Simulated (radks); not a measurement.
Problem. Species: V I. Configuration: [Ar] 3d3 4s2. Method: Dirac Kohn-Sham, PBEsol, spin-unpolarised, spherical densities, finite nucleus; open shells fill j = l - 1/2 first; Fermi nuclear charge, rms radius 3.6002 fm; computed with a radial shooting solver on a logarithmic mesh with Libxc functionals. Some entries of the table are withheld. Estimate them.

orbital  occ.  eigenvalue (Ry)  <r^2> (bohr^2)
1s1/2       2        -393.7565        0.005945
2s1/2       2        -44.22258          0.1125
2p1/2       2        -37.28716         0.09153
2p3/2       4        -36.76629         0.09327
3s1/2       2         -5.14405           1.040
3p1/2       2              (1)           1.208
3p3/2       4              (2)           1.228
3d3/2       3         -0.38226           2.846
3d5/2       0         -0.37744           2.873
4s1/2       2              (3)           12.88

Solution. 
(1) 3p1/2 eigenvalue (Ry): -3.26807
(2) 3p3/2 eigenvalue (Ry): -3.20683
(3) 4s1/2 eigenvalue (Ry): -0.34634
